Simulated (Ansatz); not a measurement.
Program: Ansatz. Geometries: PBE0-D4/def2-TZVP. ΔE: electronic, gas phase. CCSD(T)/CBS adds triple-zeta CCSD(T) − MP2 to the extrapolated MP2 energy (def2 sets, frozen cores). DFT in def2-TZVPP. B3LYP here is the variant with VWN-RPA as its local correlation; programs differ in this. One conformer a species, not always the lowest.

Reaction (redistribution): `O[SiH2]N[SiH](O)F` + `B[SiH2]N` → `B[SiH](O)F` + `N[SiH2]N[SiH2]O`

(1) Is it downhill or uphill in electronic energy at CCSD(T)/CBS, and by how much? (Best estimate.)

(2) What do these levels give: B3LYP-D4, ωB97X-V, ωB97M-V, B3LYP, SCS-MP2/def2-TZVPP, SCS-MP2/def2-QZVPP? (Estimate.)

Largest T1 diagnostic among the species: 0.012.

Answers

(1) Computed: Uphill: ΔE = +4.0 kcal/mol.

(2) Ansatz gave: B3LYP-D4 4.1, ωB97X-V 4.1, ωB97M-V 4.3, B3LYP 4.0, SCS-MP2/def2-TZVPP 3.6, SCS-MP2/def2-QZVPP 3.5 kcal/mol.
